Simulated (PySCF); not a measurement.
ClH7Si3.
Cartesian coordinates in Å at the GFN2-xTB level; atoms count from 1:
```
atom  x, y, z in Å
Si1    1.9886   -0.1472    0.0154
Si2   -0.0634    0.8963   -0.2833
Si3   -1.9391   -0.3615    0.2424
Cl4   -1.6840   -2.2363   -0.5129
H5     3.0824    0.5094   -0.7061
H6     1.9590   -1.5384   -0.4387
H7     2.3747   -0.1665    1.4297
H8    -0.1859    1.3803   -1.6700
H9    -0.1505    2.1328    0.5121
H10   -3.2249    0.0887   -0.2934
H11   -2.1515   -0.5549    1.6789
```

Method: PBE0/def2-SVPD in PySCF (dipole) on a GFN2-xTB geometry, gas phase.

Masses are those of the commonest isotopes; rigid-rotor values at the optimised geometry. The values belong to one conformer with, in the numbering `[SiH3:1][SiH2:2][SiH2:3][Cl:4]`, Si1–Si2–Si3–Cl4 -44°.

Problem. Give the principal moments of inertia and the rotational constants in cm⁻¹.

Solution. Ia = 136.54, Ib = 399.80, Ic = 502.56 u·Å²; 505379 MHz·u·Å²/I gives 3701, 1264 and 1006 MHz, that is A = 0.12346, B = 0.04216, C = 0.03354 cm⁻¹.

Problem. What kind of rotor is it?

Solution. An asymmetric top: κ = (2 × 1264 − 3701 − 1006)/(3701 − 1006) = -0.81.

Problem. Is it planar, by Δ = Ic − Ia − Ib?

Solution. Not planar: Δ = Ic − Ia − Ib = -33.79 u·Å². For a rigid frame Δ = −2 Σ m c², so Σ m c² = 16.89 u·Å² lies off the ab plane: 9.36 from hydrogen and 7.54 from heavier atoms. The atom farthest from that plane is 1.77 Å away.

Problem. Give the other two planar moments, Paa and Pbb, and the rms extents of the mass along the axes.

Solution. Paa = Σ m a² = (Ib + Ic − Ia)/2 = 382.91 and Pbb = Σ m b² = (Ia + Ic − Ib)/2 = 119.64 u·Å². With the mass M = 125.95 u, the rms extents √(P/M) along a, b and c are 1.74, 0.97, 0.37 Å.

Problem. List the rotational levels J(Ka,Kc) to J = 3 (cm⁻¹).

Solution. Above 0(0,0):
J = 1: 1(0,1) 0.0757, 1(1,1) 0.1570, 1(1,0) 0.1656
J = 2: 2(0,2) 0.2265, 2(1,2) 0.2998, 2(1,1) 0.3257, 2(2,1) 0.5696, 2(2,0) 0.5702
J = 3: 3(0,3) 0.4510, 3(1,3) 0.5136, 3(1,2) 0.5653, 3(2,2) 0.7967, 3(2,1) 0.7999, 3(3,1) 1.2251, 3(3,0) 1.2252
Those of J = 1 are B + C, A + C and A + B.

Problem. Which lines would a microwave search look for?

Solution. The dipole components are |μa| = 0.91 D, |μb| = 1.11 D, |μc| = 0.20 D. The squared components, which scale the intensities, stand as 0.68 : 1.00 : 0.03 (a : b : c). Some lines, for components of 0.1 D or more:

```
type  branch         J(Ka,Kc)    MHz  lower level (cm⁻¹)
   b       R  2(0,2) ← 1(1,1)   2083               0.157
   c       Q  2(1,2) ← 2(0,2)   2198               0.226
   b       Q  2(1,1) ← 2(0,2)   2974               0.226
   a       R  2(0,2) ← 1(0,1)   4520               0.076
   b       R  1(1,1) ← 0(0,0)   4707               0.000
   a       R  2(1,1) ← 1(1,0)   4798               0.166
   b       R  2(1,2) ← 1(0,1)   6718               0.076
   b       Q  2(2,0) ← 2(1,1)   7331               0.326
   c       R  2(1,1) ← 1(0,1)   7494               0.076
   b       R  2(2,0) ← 1(1,1)  12388               0.157
```

Problem. Estimate the classical rotational partition function at 200 K, 298.15 K and 500 K.

Solution. Point group C1, symmetry number σ = 1; q = (√π/σ)·√((kT/h)³/(ABC)), k/h = 20836.6 MHz/K: 220000 at 200 K, 400000 at 298.15 K, 869000 at 500 K.

Whether it is a minimum is left open (no frequencies). Constants of a rigid frame at the computed geometry: no zero-point averaging, no centrifugal distortion. A rigid rotor knows nothing of internal rotation, which can split or shift real lines. Quadrupole hyperfine structure (35Cl) is left out.
